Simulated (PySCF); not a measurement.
# Polarisability and C₆ of Ne⁺ (neon, charge +1)

[He] 2s2 2p5, 2P determinant. All numbers are calculated (PySCF 2.14, no relativity, point nucleus, in def2-QZVPPD). Coupled (time-dependent) response in atomic units; α is the mean over directions.

```json
{"method": "UHF", "mean α (bohr³)": "1.230", "α xx, yy, zz": "1.296, 1.197, 1.197", "C₆ (like pair)": "2.103", "S(−4)": "0.4929"}
{"method": "PBE", "mean α (bohr³)": "1.394", "α xx, yy, zz": "1.436, 1.374, 1.374", "C₆ (like pair)": "2.442", "S(−4)": "0.7136"}
{"method": "PBE0", "mean α (bohr³)": "1.338", "α xx, yy, zz": "1.388, 1.313, 1.313", "C₆ (like pair)": "2.326", "S(−4)": "0.6315"}
{"method": "B97-3", "mean α (bohr³)": "1.325", "α xx, yy, zz": "1.378, 1.299, 1.299", "C₆ (like pair)": "2.298", "S(−4)": "0.6152"}
```

S(−4) is the Cauchy moment in α(ω) = α(0) + S(−4) ω² + …

α(iu) at PBE:

| u (hartree) | α(iu) (bohr³) |
| --- | --- |
| 0 | 1.394 |
| 0.0500 | 1.393 |
| 0.100 | 1.387 |
| 0.200 | 1.367 |
| 0.300 | 1.334 |
| 0.500 | 1.244 |
| 0.750 | 1.110 |
| 1.00 | 0.9760 |
| 1.50 | 0.7500 |
| 2.00 | 0.5843 |
| 3.00 | 0.3755 |
| 5.00 | 0.1869 |

A single London oscillator, α(iu) = α/(1 + u²/ω²), gives C₆ = (3/4) ω α². Matching the computed C₆ needs ω = 4 × 2.442 / (3 × 1.394²) = 1.68 hartree.

For an ion, C₆ is the dispersion term alone; charge-induced terms of lower order in 1/R come first.

The components differ because the open shell of this determinant is not spherical; for a pure term their mean is the scalar polarisability.
